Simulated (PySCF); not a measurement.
Ge(H)(Vi)2(NMe2), SMILES C=[CH][GeH]([CH]=C)[N](C)C (C6H13GeN), singlet (GFN2-xTB optimised geometry):

```
21

Ge    -1.589    -0.654     0.000
C      0.374    -0.654     0.000
C      1.112    -0.537    -1.092
C     -2.282    -1.638     1.566
C     -3.319    -1.244     2.284
N     -2.124    -1.313    -1.643
C     -3.491    -1.086    -2.055
C     -1.662    -2.622    -2.046
H     -2.192     0.737     0.000
H      0.861    -0.737     0.964
H      2.192    -0.528    -1.068
H      0.652    -0.452    -2.064
H     -1.798    -2.579     1.805
H     -3.706    -1.815     3.116
H     -3.824    -0.314     2.071
H     -3.800    -0.090    -1.739
H     -4.190    -1.820    -1.632
H     -3.557    -1.145    -3.145
H     -2.284    -3.432    -1.641
H     -0.638    -2.765    -1.705
H     -1.682    -2.698    -3.137
```

Level of theory: B3LYP/def2-SVP (PySCF).

Q: What are the frontier orbital energies and the dipole moment?

A: HOMO-2 -7.62 eV, HOMO-1 -7.48 eV, HOMO -5.68 eV, LUMO -0.49 eV, LUMO+1 -0.12 eV; dipole moment 0.69 D.

On the same geometry PySCF with PBE/def2-SVP gives HOMO-2 -6.72 eV, HOMO-1 -6.57 eV, HOMO -4.60 eV, LUMO -1.28 eV, LUMO+1 -0.97 eV; dipole moment 0.65 D.

Meta-Löwdin charges at B3LYP/def2-SVP: Ge1 0.71, C2 -0.29, C3 -0.19, C4 -0.30, C5 -0.19, N6 -0.39, C7 -0.17, C8 -0.18, H9 -0.09, H10 0.10, H11 0.10, H12 0.10, H13 0.10, H14 0.10, H15 0.10, H16 0.10, H17 0.07, H18 0.09, H19 0.07, H20 0.10, H21 0.09.
